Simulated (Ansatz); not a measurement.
Basis-set extrapolation for CH$_{8}$BNO$_{2}$Si (`COB(N)O[SiH3]`) (PBE0-D4/def2-TZVP geometry, frozen core, the Gaussian-basis code of Ansatz). Multiplicity 1, RHF reference.

|  | def2-TZVPP | def2-QZVPP |
| --- | --- | --- |
| HF | -560.637194 | -560.660060 |
| MP2 correlation | -1.074417 | -1.155086 |
| CCSD(T) correlation | -1.161463 | not run |

Energies in hartree. Use E(X) = E(∞) + A·exp(−7.88·√X) for Hartree–Fock and E(X) = E(∞) + B·X^(−2.97) for correlation, with X = 3 and 4, and add CCSD(T) minus MP2 of the smaller set to the MP2 limit.

**Question.** What is the CCSD(T) energy at the basis-set limit?

**Answer.** HF limit: -560.660060 + (-0.022866) × 0.13774 = -560.66321. MP2 limit: -1.155086 + (-0.080669) × 0.74074 = -1.21484. Higher-order term: -1.161463 − (-1.074417) = -0.08705. Total: -561.96510 hartree, 437.0 kJ/mol below CCSD(T)/def2-TZVPP.
